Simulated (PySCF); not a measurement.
# Electric field gradients and quadrupole coupling constants

Species: C₅H₁₀F₂O₂.
Numbering: `[CH3:1][CH2:2][O:3][CH2:4][C:5]([F:6])([F:7])[O:8][CH3:9]` (hydrogens: H10, H11, H12 on C1; H13, H14 on C2; H15, H16 on C4; H17, H18, H19 on C9)

Geometry (GFN2-xTB, Å), atoms numbered from 1 in this order:
```xyz
19
C5H10F2O2 angstrom
C     -3.137    0.645   -0.825
C     -1.838    0.469   -0.057
O     -1.143   -0.640   -0.615
C     -0.096   -1.130    0.152
C      1.107   -0.176    0.281
F      0.850    0.794    1.225
F      1.285    0.547   -0.862
O      2.204   -0.876    0.604
C      3.404   -0.111    0.767
H     -3.705    1.469   -0.403
H     -2.920    0.855   -1.869
H     -3.728   -0.265   -0.770
H     -2.040    0.275    1.007
H     -1.228    1.378   -0.133
H     -0.411   -1.374    1.179
H      0.263   -2.033   -0.345
H      3.662    0.397   -0.164
H      4.172   -0.834    1.027
H      3.287    0.620    1.570
```

Field gradients from the PBE0/pcSseg-1 density (PySCF, non-relativistic), principal values in atomic units, ordered |Vxx| ≤ |Vyy| ≤ |Vzz|:

```csv
atom,Vxx,Vyy,Vzz
O3,-0.0250,-1.9850,2.0101
O8,-0.1708,-1.7756,1.9464
```

Task: Find the asymmetry η = (Vxx − Vyy)/Vzz and the couplings χ = eQV/h (234.96 MHz × Q in barn × V in au), with Q(17O) = −0.0256 b.

Result: 
```csv
atom,environment,nucleus,η,χzz (MHz),χxx (MHz),χyy (MHz)
O3,ether oxygen,17O,0.98,-12.09,0.15,11.94
O8,ether oxygen,17O,0.82,-11.71,1.03,10.68
```

At O3 η is above 0.9: Vyy and Vzz are nearly equal in size and opposite in sign, so a small change could swap them and flip the sign of χzz. The tensor is traceless: Vxx + Vyy + Vzz = 0.

Task: What is Vzz at O8 in SI units (1 au = 9.71736 × 10²¹ V/m²)?

Result: 1.9464 au = 18.914 × 10²¹ V/m².

Task: And the gradient at the other heavy atoms, for which no coupling is worked out here?

Result: 
| atom | environment | Vzz (au) | η |
| --- | --- | --- | --- |
| C1 | methyl carbon | 0.066 | 0.43 |
| C2 | sp3 carbon bound to oxygen | 0.403 | 0.11 |
| C4 | sp3 carbon bound to oxygen | 0.301 | 0.66 |
| C5 | CF2 carbon | -0.479 | 0.39 |
| F6 | fluorine of a CF2 group | 2.816 | 0.03 |
| F7 | fluorine of a CF2 group | 2.843 | 0.02 |
| C9 | methoxy carbon | 0.494 | 0.01 |

Task: What couplings would deuterons (Q(2H) = 0.00286 b) have in place of the hydrogens, at this geometry?

Result: 
```json
{"atom": "H10", "bonded to": "C1", "bond length (Å)": "1.086", "Vzz (au)": "0.3176", "η": "0.03", "χzz (kHz)": "213"}
{"atom": "H11", "bonded to": "C1", "bond length (Å)": "1.086", "Vzz (au)": "0.3168", "η": "0.02", "χzz (kHz)": "213"}
{"atom": "H12", "bonded to": "C1", "bond length (Å)": "1.087", "Vzz (au)": "0.3160", "η": "0.02", "χzz (kHz)": "212"}
{"atom": "H13", "bonded to": "C2", "bond length (Å)": "1.100", "Vzz (au)": "0.2824", "η": "0.09", "χzz (kHz)": "190"}
{"atom": "H14", "bonded to": "C2", "bond length (Å)": "1.097", "Vzz (au)": "0.2830", "η": "0.07", "χzz (kHz)": "190"}
{"atom": "H15", "bonded to": "C4", "bond length (Å)": "1.101", "Vzz (au)": "0.2774", "η": "0.06", "χzz (kHz)": "186"}
{"atom": "H16", "bonded to": "C4", "bond length (Å)": "1.092", "Vzz (au)": "0.2935", "η": "0.05", "χzz (kHz)": "197"}
{"atom": "H17", "bonded to": "C9", "bond length (Å)": "1.091", "Vzz (au)": "0.2949", "η": "0.08", "χzz (kHz)": "198"}
{"atom": "H18", "bonded to": "C9", "bond length (Å)": "1.086", "Vzz (au)": "0.3082", "η": "0.08", "χzz (kHz)": "207"}
{"atom": "H19", "bonded to": "C9", "bond length (Å)": "1.092", "Vzz (au)": "0.2947", "η": "0.08", "χzz (kHz)": "198"}
```

One conformer (not necessarily the lowest) at the GFN2-xTB geometry, without solvent, vibrations or thermal averaging. GFN2-xTB bond lengths can be off by several hundredths of an ångström, more for odd bonds, and the gradients follow them. The basis is small and wasn't made for field gradients, so the couplings can be 20 % off.
